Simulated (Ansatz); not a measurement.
A nudged elastic band was laid between two geometries of ClFGaH₂ (5 atoms, charge 0, multiplicity 2).

These are results of UKS PBE/def2-SVP in Ansatz, not measurements.

```json
{"movable images": "5", "climbing image": "yes", "spring": "5.0 eV/Å²", "optimiser": "quadratic models (default)", "start path": "through a guess of the saddle point", "force threshold": "0.05 eV/Å", "iteration limit": "60", "end points": "relaxed"}
```

First end point:

```xyz
5
Properties=species:S:1:pos:R:3
Ga 0.166 0.026 0.575
Cl -1.082 -0.893 2.433
H 1.425 -0.877 0.355
H -0.850 0.762 -0.361
F 0.340 0.982 2.209
```

Last end point:

```xyz
5
Properties=species:S:1:pos:R:3
Ga 0.134 -0.271 -0.004
Cl -0.137 0.277 2.111
H 1.346 -1.240 -0.222
H -0.930 0.399 -0.938
F -0.413 0.835 4.262
```

(1) What changes between the two ends?

(2) What energy profile does the band end with?

The band took 53 iterations and about 15 core-minutes.

Answers

(1) Bonds broken: Ga1–F5. ClFGaH2 becomes ClGaH2 + F.

(2) It converged. The highest image is number 6 of 0 to 6, 1.74 eV above the first end and 0.00 eV above the last; the last end lies 1.74 eV above the first. The highest image is an end point: on this band no image between the ends rises above it. A vibrational analysis next to that end finds imaginary modes (139i, 85i cm⁻¹), so it isn't a minimum.

```
image  path coordinate (Å)  energy (eV)  Ga1–F5 (Å)
    0                 0.00         0.00        1.90
    1                 1.41         0.51        1.82
    2                 2.81         0.55        1.80
    3                 4.22         1.06        2.48
    4                 5.62         1.43        3.75
    5                 7.03         1.74        4.44
    6                 7.11         1.74        4.44
```

Time of the run: 7.7 min on 2 threads of Arm Neoverse V1 (shared host), peak memory 0.16 GiB.
